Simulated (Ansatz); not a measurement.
Basis-set series for F$_{3}$GeH$_{3}$Sn (`[F][Sn]([F])([F])[GeH3]`). The species carries charge 0 and has multiplicity 1. Sn takes the def2 core potential. All single points use the PBE0-D4/def2-TZVP geometry.

| functional | basis | functions | energy (Eh) | HOMO (eV) | LUMO (eV) |
| --- | --- | --- | --- | --- | --- |
| PBE0-D4 | def2-TZVPP | 233 | -2592.34606 | -9.51 | -2.08 |
| PBE0-D4 | def2-QZVPP | 432 | -2592.41240 | -9.51 | -2.13 |
| ωB97M-V | def2-TZVPP | 233 | -2592.64379 | -11.57 | -0.14 |
| ωB97M-V | def2-QZVPP | 432 | -2592.70801 | -11.57 | -0.34 |

(1) Give the rows for def2-SVP. (Best estimate.)

## Answers

(1) Computed: 
```tsv
functional	basis	functions	energy (Eh)	HOMO (eV)	LUMO (eV)
PBE0-D4	def2-SVP	115	-2591.68020	-9.38	-1.89
ωB97M-V	def2-SVP	115	-2591.96957	-11.41	0.13
```

Scalar relativity is left out up to krypton.
